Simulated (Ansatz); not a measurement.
Two structures of SiH2ClF3, singlet, reached by relaxing down either side of one saddle point (PBE0-D4/def2-TZVP). Energies are electronic, without zero-point energy. Ansatz 0.2.0; basis: def2-TZVPP and def2-QZVPP; cores frozen in the correlated methods. Extrapolation: Hartree–Fock as exp(−7.88 √X), correlation as X^−2.97. First:

Si1  (-0.455, -0.478, -0.624)
Cl2  (1.576, -0.300, -0.619)
F3  (-0.836, -1.472, -1.787)
F4  (-1.072, 0.927, -0.971)
H5  (-0.955, -0.982, 0.653)
H6  (1.240, 1.075, 1.407)
F7  (0.501, 1.230, 1.941)
(Å)

Second:

| atom | x (Å) | y (Å) | z (Å) |
| --- | --- | --- | --- |
| Si1 | -1.1636 | -0.2882 | -0.0328 |
| Cl2 | 3.3984 | 0.8312 | -0.0895 |
| F3 | -0.8746 | -1.4195 | -1.0827 |
| F4 | -1.6108 | 1.0083 | -0.7976 |
| H5 | -2.1771 | -0.7086 | 0.9305 |
| H6 | 2.2341 | 0.5411 | 0.3601 |
| F7 | 0.1935 | 0.0358 | 0.7121 |

**Question.** Which bonds change from the first to the second?

**Answer.** SiHClF₂ ([F][SiH]([F])[Cl]) + HF → SiHF₃ ([F][SiH]([F])[F]) + HCl; bonds formed: Si1–F7, Cl2–H6; bonds broken: Si1–Cl2, H6–F7.

**Question.** Give the saddle point's structure and its height above each. (To be estimated.)

**Answer.** The calculation gives: 125.5 kJ/mol above the first and 177.2 kJ/mol above the second (CCSD(T) at an estimated basis limit (MP2 extrapolated from triple and quadruple zeta, plus CCSD(T) − MP2 in triple zeta)).
```json
{"atom": "Si1", "x (Å)": "-0.4892", "y (Å)": "-0.1970", "z (Å)": "-0.1478"}
{"atom": "Cl2", "x (Å)": "1.8690", "y (Å)": "-0.0528", "z (Å)": "-0.4355"}
{"atom": "F3", "x (Å)": "-0.4583", "y (Å)": "-1.2025", "z (Å)": "-1.3888"}
{"atom": "F4", "x (Å)": "-1.1506", "y (Å)": "1.0855", "z (Å)": "-0.7867"}
{"atom": "H5", "x (Å)": "-1.2637", "y (Å)": "-1.0027", "z (Å)": "0.7994"}
{"atom": "H6", "x (Å)": "1.3124", "y (Å)": "0.6248", "z (Å)": "0.7283"}
{"atom": "F7", "x (Å)": "0.1804", "y (Å)": "0.7447", "z (Å)": "1.2313"}
```

The T1 diagnostic stays at or below 0.012.

Labels in which every atom is bracketed show which atoms are joined, not bond orders.

For scale, one of the runs: CCSD(T)/def2-TZVPP, 205 basis functions, launched by `ansatz run in.yaml --threads 4 --pin off --events-out ev --progress --plain --max-ram 9574MiB`. Time: 96 s of wall clock on 4 CPU threads of an Arm Neoverse V1; the host was shared. Peak host memory: 2.8 GiB.
